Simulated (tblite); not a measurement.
Species: C6H12O (charge +1 and doublet state).
Numbering: `[CH2+:1][CH:2][CH2:3][C@@H:4]([OH:5])[CH2:6][CH3:7]` (hydrogens: H8, H9 on C1; H10 on C2; H11, H12 on C3; H13 on C4; H14 on O5; H15, H16 on C6; H17, H18, H19 on C7)

Structure used (GFN2-xTB), in Å, numbered top down from 1:
```
atom  x, y, z in Å
C1     3.0795    0.2174    0.2542
C2     2.1595    0.1292   -0.7125
C3     0.9603   -0.7351   -0.6237
C4    -0.2499    0.2403   -0.3842
O5    -0.5009    0.9156   -1.5445
C6    -1.4613   -0.6899   -0.0126
C7    -2.6371    0.1833    0.3668
H8     2.9472   -0.2379    1.2247
H9     4.0217    0.7179    0.0900
H10    2.2512    0.7029   -1.6272
H11    1.0371   -1.4464    0.1958
H12    0.7687   -1.2504   -1.5644
H13   -0.0394    0.9017    0.4654
H14   -0.6289    1.8670   -1.4356
H15   -1.6896   -1.2979   -0.8867
H16   -1.1708   -1.3306    0.8175
H17   -3.4473   -0.4873    0.6657
H18   -2.4235    0.8261    1.2186
H19   -2.9864    0.7833   -0.4692
```

Calculated harmonic vibrations of the isolated species, GFN2-xTB (tblite), most abundant isotopes, no scaling. The method is semi-empirical: single wavenumbers can be off by several per cent or more. One conformer, not necessarily the lowest. Open shells enter through the occupations alone, without spin polarisation, and single modes of such species can be off by tens of per cent.

Harmonic wavenumbers (cm⁻¹): 67.0, 67.8, 99.5, 183.3, 236.2, 242.8, 290.9, 341.3, 385.3, 444.0, 471.0, 591.0, 792.7, 825.7, 852.0, 875.7, 898.4, 934.9, 959.7, 1009.5, 1024.4, 1059.2, 1066.0, 1147.9, 1161.0, 1176.2, 1194.6, 1203.9, 1211.3, 1238.4, 1279.8, 1323.4, 1347.3, 1354.8, 1365.7, 1420.5, 1436.8, 1457.3, 1538.1, 2908.4, 2960.8, 3011.7, 3019.7, 3022.8, 3029.7, 3036.3, 3047.7, 3058.2, 3075.5, 3104.7, 3490.1.

A = 5561, B = 1312, C = 1204 MHz; mass 100.089 u (most abundant isotopes); point group C1, symmetry number 1; spin multiplicity 2.

Problem. Zero-point energy?

Solution. Half the sum of the wavenumbers: 35670 cm⁻¹ = 426.71 kJ/mol.

Problem. Give the ideal-gas entropy at 298.15 K and 1 bar in the rigid-rotor, harmonic-oscillator model (classical rotation).

Solution. Translation 166.30, rotation 117.13, vibration 106.40, spin (R ln 2) 5.76: S = 395.6 J/(mol K).

Problem. And Cp and H(298.15 K) − H(0)?

Solution. Cp = 148.03 J/(mol K), of which vibrations give 114.77 (their classical limit is 51 R = 424.0); H(298.15 K) − H(0) = 26.91 kJ/mol without the zero-point energy, 16.99 from vibrations.

Problem. Blend soft modes into free rotors: weight 1/[1 + (100 cm⁻¹/ν̃)⁴] for the oscillator and the rest for a rotor with moment μB/(μ + B), μ = h/(8π²ν), B = 10⁻⁴⁴ kg m². What vibrational entropy results?

Solution. 98.40 J/(mol K) in place of 106.40, which changes −T·S at 298.15 K by +2.38 kJ/mol.

Problem. Which modes carry the vibrational entropy at 298.15 K?

Solution. 67.0 cm⁻¹: 17.74; 67.8 cm⁻¹: 17.64; 99.5 cm⁻¹: 14.49; 183.3 cm⁻¹: 9.60; 236.2 cm⁻¹: 7.66; 242.8 cm⁻¹: 7.46 J/(mol K); the other 45 give 31.80 together.

Problem. What must be added to the electronic energy to get the Gibbs energy at 298.15 K and 1 bar?

Solution. ZPE + [H(298.15 K) − H(0)] − T·S = 426.71 + 26.91 − 117.94 = 335.68 kJ/mol.

Hindered rotation and anharmonicity are outside this model. Other conformers, if any are populated, would add a mixing term that is left out. The structure is chiral; the term R ln 2 for an equal mix with its mirror image is left out.
